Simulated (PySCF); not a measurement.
**[GaSe2]-: one-bond stretch**

All numbers come from B3LYP in PySCF with Ga def2-SVPD, Se def2-SVPD; no relativity; density-fitted integrals.

Rigid scan from the singlet minimum (Ga–Se 2.217 Å (×2); Se–Ga–Se 180.0°). Coordinate: the bond from Ga to the last atom (Se) scaled, the rest fixed. Energies in kJ/mol from the minimum.

(1) Predict the curve at 0.92, 0.96, 1.00, 1.05, 1.12, 1.20, 1.35, 1.55, 1.80, 2.20.

Results:

(1) 
| scale of one bond | E (kJ/mol) | dipole size (D, about the centre of mass) |
| --- | --- | --- |
| 0.92 | 31.8 | 0.95 |
| 0.96 | 7.0 | 0.47 |
| 1.00 | 0.0 | 0.00 |
| 1.05 | 8.1 | 0.55 |
| 1.12 | 38.0 | 1.26 |
| 1.20 | 84.0 | 1.93 |
| 1.35 | 172.2 | 2.75 |
| 1.55 | 262.6 | – |
| 1.80 | 330.8 | – |
| 2.20 | 380.9 | – |

At long bonds a restricted determinant can lie too high, and another spin state can fall below this curve.

Other isomers or separated fragments may lie lower.
